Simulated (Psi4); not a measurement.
HAl (SMILES [AlH]), singlet, geometry from GFN2-xTB (such geometries of metal compounds can be far from the true shape).

Input for Psi4:
```
memory 2 GB

molecule {
0 1
  Al   -0.00000000   -0.00000000   -0.11521965
  H     0.00000000    0.00000000    1.49785545
}

set basis sto-3g
set scf_type pk
set puream true
set d_convergence 1e-8
set dft_radial_points 99
set dft_spherical_points 590

energy('pbe')
print_variables()
```

### Question
Give the number of basis functions at the level Psi4 with PBE/STO-3G.

### Answer
10

### Question
Predict the total energy from PBE/STO-3G.

### Answer
-239.8374 Eh

### Question
What is the computed dipole moment (PBE/STO-3G)?

### Answer
1.06 D

### Question
Estimate the nuclear repulsion energy that PBE/STO-3G returns for this input.

### Answer
4.2647 Eh
